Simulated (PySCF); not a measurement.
Run record for `N#Cc1nocc1C1CC1`: BHandHLYP/6-31G*, IEF-PCM chloroform, damping 0.3 at the start, DIIS from the seventh cycle, full TDDFT, 1 singlet.

Method: TDDFT BHandHLYP/6-31G*, vertical, IEF-PCM chloroform (non-equilibrium linear response), core orbitals frozen in the response (PySCF 2.14.0, density-fitted response routines). Geometry: GFN2-xTB. The input is one job of a driver script: a line of settings, then coordinates in Å.

Command:
```bash
OMP_NUM_THREADS=1 python probes_run.py task.json out
```

Input:
```
{"job": {"kind": "uv", "xc": "BHandHLYP", "basis": "6-31G*", "solvent": "chloroform", "nstates": 1, "ntriplets": 2, "tda": false, "scf": {"damp": 0.3}}, "charge": 0, "multiplicity": 1}
N      1.619188     2.570477     2.220347
C      1.701661     1.806288     1.371637
C      1.728845     0.848621     0.339622
N      2.814860     0.554164    -0.339688
O      2.482857    -0.387966    -1.228303
C      1.184004    -0.686765    -1.106233
C      0.617987     0.068271    -0.114217
C     -0.756160     0.114249     0.383754
C     -1.897354    -0.068285    -0.584614
C     -1.585587    -1.144082     0.399181
H      0.792213    -1.435159    -1.765086
H     -0.897023     0.815879     1.196672
H     -1.648929    -0.232269    -1.622085
H     -2.782672     0.529688    -0.435722
H     -2.255547    -1.291568     1.231650
H     -1.125940    -2.052600     0.041676
```

Question: Predict the output.

Answer: 
```
damping 0.30 in the first 6 cycles
final grid: 143880 points
cycle   1  E = -454.6171039097  dE =  2.465e+00  |g| = 5.674e-01  |ddm| = 4.498e+00
cycle   2  E = -454.6582983435  dE = -4.119e-02  |g| = 4.389e-01  |ddm| = 8.984e-01
cycle   3  E = -454.6715448150  dE = -1.325e-02  |g| = 3.683e-01  |ddm| = 7.067e-01
cycle   4  E = -454.6793590207  dE = -7.814e-03  |g| = 3.200e-01  |ddm| = 5.961e-01
cycle   5  E = -454.6851381680  dE = -5.779e-03  |g| = 2.746e-01  |ddm| = 5.230e-01
cycle   6  E = -454.6562487571  dE =  2.889e-02  |g| = 4.556e-01  |ddm| = 6.471e-01
cycle   7  E = -454.5815569437  dE =  7.469e-02  |g| = 7.452e-01  |ddm| = 1.022e+00
cycle   8  E = -454.7014531304  dE = -1.199e-01  |g| = 7.995e-03  |ddm| = 6.094e-01
cycle   9  E = -454.7014655069  dE = -1.238e-05  |g| = 4.057e-03  |ddm| = 1.492e-02
cycle  10  E = -454.7014692483  dE = -3.741e-06  |g| = 1.220e-03  |ddm| = 4.526e-03
cycle  11  E = -454.7014695923  dE = -3.439e-07  |g| = 2.855e-04  |ddm| = 1.402e-03
cycle  12  E = -454.7014696135  dE = -2.117e-08  |g| = 1.484e-04  |ddm| = 4.337e-04
cycle  13  E = -454.7014696186  dE = -5.189e-09  |g| = 3.094e-05  |ddm| = 1.577e-04
cycle  14  E = -454.7014696193  dE = -6.031e-10  |g| = 1.581e-05  |ddm| = 6.940e-05
converged SCF energy = -454.7014696193

Static polarisability (au): isotropic 90.882, principal 55.432 98.781 118.434

Singlet excitations
state   eV       nm        f      main configurations
  1   5.4823    226.2   0.11244   H->L 0.97

Triplet excitations (Tamm-Dancoff, eV): 3.6431 4.6005
```

H and L stand for HOMO and LUMO; the number after each pair is its weight.

Question: How does the lowest singlet excitation compare with the HOMO–LUMO gap?

Answer: HOMO -8.18 eV and LUMO -0.35 eV give a gap of 7.83 eV; S1 at 5.48 eV lies 2.35 eV below it.

Question: Give S1 in cm⁻¹ and kJ/mol.

Answer: 5.4823 eV × 8065.54 = 44218 cm⁻¹; × 96.485 = 529.0 kJ/mol.

In short: SCF converged in 14 cycles with 152 basis and 914 fitting functions; HOMO -8.18 eV, LUMO -0.35 eV; lowest singlet 5.48 eV; lowest triplet 3.64 eV (Tamm–Dancoff); mean polarisability 90.9 au.

All basis functions are spherical, in the Pople sets too. The species at its GFN2-xTB geometry (one conformer only).

Time: 34 s of wall time; peak memory 0.86 GiB. Hardware: an Intel Xeon at 2.70 GHz with one thread, shared host with 64 logical CPUs at a one-minute load of 44.

The values belong to the conformer `[N:1]#[C:2][c:3]1[n:4][o:5][cH:6][c:7]1[CH:8]1[CH2:9][CH2:10]1`: C6–C7–C8–C9 -36°.
